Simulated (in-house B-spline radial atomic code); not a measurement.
## The thulium ion Tm⁺: [Kr] 4d10 (4f5/2)6 (4f7/2)7 5s2 (5p1/2)2 (5p3/2)3 (5g7/2)1 6s1 (an excited or competing configuration)

Level of theory: Dirac-Hartree-Fock, average of the jj configuration, Fermi nucleus of rms radius 5.2256 fm; calculated with a B-spline radial code for spherical atoms.

Z_r = [3n² - l(l+1)]/(2<r>); Z_e = n√(-2ε); the last column is Slater's effective charge. Values are occupation-weighted means over j. An effective charge above Z reflects the relativistic contraction of the inner shells.

```
shell  electrons   ε (eV)  <r> (bohr)    Z_r    Z_e  Slater
   1s          2   -59767     0.02001  74.97  66.28   68.70
   2s          2   -10225     0.08423  71.23  54.83   64.85
   2p          6  -9068.5     0.07506  66.62  51.63   64.85
   3s          2  -2366.6      0.2199  61.40  39.57   57.75
   3p          6  -2005.7      0.2191  57.05  36.42   57.75
   3d         10  -1537.9      0.1998  52.56  31.89   47.85
   4s          2  -507.62      0.4987  48.13  24.43   41.25
   4p          6  -385.79      0.5285  43.52  21.30   41.25
   4d         10  -216.37      0.5744  36.56  15.95   29.85
   5s          2  -81.203       1.241  30.21  12.22   12.55
   5p          5  -51.163       1.443  25.29   9.70   12.55
   4f         13  -31.713      0.7575  23.76   6.11   18.80
   6s          1  -17.158         3.3  16.36   6.74    3.20
   5g          1  -2.1784       13.72   2.00   2.00       -
```

The least bound orbital is 5g7/2 at -2.178 eV, and it is also the most diffuse (<r> = 13.72 bohr).

For the 1s electron the small component carries 6.69 % of the norm, the zero-frequency Breit interaction raises the level by 193 eV, self-energy by 118 eV, and vacuum polarisation lowers it by 20.72 eV.

The density falls to 0.001 bohr⁻³ at 4.209 bohr; Σ<r²> = 249.98 bohr² gives, by the non-relativistic formula and without the paramagnetism of open shells, a Langevin diamagnetic susceptibility of -198×10⁻⁶ cm³/mol.
